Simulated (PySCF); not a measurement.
C₂H₄NO, SMILES C[N]C=O, multiplicity 2.

Geometry: B3LYP-D3(BJ)/def2-SVP. The isomer is the one that the SMILES or the coordinates give; other isomers of the formula were not compared. One conformer was computed; it need not be the lowest.

Two levels are set side by side: PBE/def2-TZVPD (PySCF) and PBE0/def2-TZVPD (PySCF). Same geometry, gas phase. Differences are taken from unrounded values.

```tsv
quantity	PBE
α-spin orbital gap (eV)	5.09
β-spin orbital gap (eV)	0.95
dipole moment (D)	2.06
mean polarisability (bohr³)	42.5
```

### Question
These are the PBE values. What does PBE0 give? (An estimate is asked for; the answer gives what the named calculation found.)

### Answer

```csv
quantity,PBE0,PBE minus PBE0
α-spin orbital gap (eV),7.77,-2.68
β-spin orbital gap (eV),3.86,-2.91
dipole moment (D),2.05,0.01
mean polarisability (bohr³),39.8,2.7
```

PBE's more diffuse valence density responds more strongly to a field. Differences between two approximate levels are no errors against the true value.

Rough cost on one machine, each run with all the roots and properties that it gave: PBE0 against PBE within a factor of 2.
